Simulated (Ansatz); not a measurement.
Program: Ansatz. Geometries: PBE0-D4/def2-TZVP. ΔE: electronic, gas phase. CCSD(T)/CBS adds triple-zeta CCSD(T) − MP2 to the extrapolated MP2 energy (def2 sets, frozen cores). This one scheme is used for every species. DFT in def2-TZVPP. B3LYP here is the variant with VWN-RPA as its local correlation; programs differ in this. One conformer a species, not always the lowest.

Reaction (ligand exchange at the Si–C bond): `N[SiH2]C(N)[SiH3]` + `C#CS` → `C#CS[SiH3]` + `NC[SiH2]N`

(1) Is it downhill or uphill in electronic energy at CCSD(T)/CBS, and by how much? (An estimate is asked.)

(2) What do these levels give: PBE-D4, r2SCAN-D4, PBE0-D4, B3LYP-D4, PBE, r2SCAN, B3LYP, CCSD/def2-TZVPP, CCSD(T)/def2-TZVPP, MP2/def2-QZVPP, SCS-MP2/def2-QZVPP, CCSD/CBS(def2)? (An estimate is asked.)

Largest T1 diagnostic among the species: 0.013.

Answers

(1) Computed: Downhill: ΔE = -66.8 kJ/mol.

(2) Computed: PBE-D4 -64.5, r2SCAN-D4 -67.6, PBE0-D4 -67.4, B3LYP-D4 -66.5, PBE -66.8, r2SCAN -68.5, B3LYP -69.9, CCSD/def2-TZVPP -66.2, CCSD(T)/def2-TZVPP -65.1, MP2/def2-QZVPP -71.1, SCS-MP2/def2-QZVPP -70.7, CCSD/CBS(def2) -67.9 kJ/mol.

The D4 term adds +3.5 kJ/mol with B3LYP and +2.2 kJ/mol with PBE0; it sums over pairs of atoms, weighted by their polarisabilities, and B3LYP, whose exchange is more repulsive, gets the larger term. In def2-TZVPP, CCSD(T) changes the Hartree–Fock value by +11.6 kJ/mol (the triples alone add +1.1 kJ/mol) and MP2 by +6.6 kJ/mol.
